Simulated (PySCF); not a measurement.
# LuH3(NH3) at several levels of theory

Computed with PySCF 2.14.0 (density fitting, no spin-orbit coupling) at the geometry relaxed with PBE0:

```xyz
8
LuH3(NH3) (singlet)
Lu    0.2004   -0.2004    0.2004
H     1.1282    1.2580    1.1282
H    -1.2580   -1.1282    1.1282
H     1.1282   -1.1282   -1.2580
N    -1.1695    1.1695   -1.1695
H    -1.7784    1.7784   -0.6176
H    -0.6176    1.7784   -1.7784
H    -1.7784    0.6176   -1.7784
```

```
level                                           basis    state  HOMO (eV)  gap (eV)  charge on Lu1 (e)  population of f-type functions on Lu1 (core shells left out)  dipole about the centre of mass (D)  largest force component (eV/Å)
 PBE0  Lu def2-SVP with ECP28, H def2-SVP, N def2-SVP  singlet      -6.37      5.70               0.52                                                         14.01                                 5.66                            0.00
 BLYP                                        the same  singlet      -5.04      3.64               0.47                                                         14.01                                 5.68                            0.26
M06-L                                        the same  singlet      -5.44      4.68               0.70                                                         14.01                                 5.48                            0.12
```

Charges are Mulliken's, which hang on the basis. The relaxation used the grid (50, 194), these runs (75, 302) or, all-electron (x2c bases, spin-free X2C Hamiltonian), (99, 590).

What does PBE0 with Lu def2-TZVP with ECP28, H def2-TZVP, N def2-TZVP give here?

state singlet, HOMO (eV) -6.44, gap (eV) 5.66, charge on Lu1 (e) 0.64, population of f-type functions on Lu1 (core shells left out) 14.01, dipole about the centre of mass (D) 5.46, largest force component (eV/Å) 0.23. Time: 55 s on 2 threads of Intel(R) Xeon(R) Processor @ 2.50GHz (Skylake/Cascade Lake) (shared host), from free ions and atoms.

In the first row's basis the gap widens with exact exchange: 3.6 to 4.7 eV for BLYP, M06-L (none); 5.7 eV for PBE0 (a fixed share).
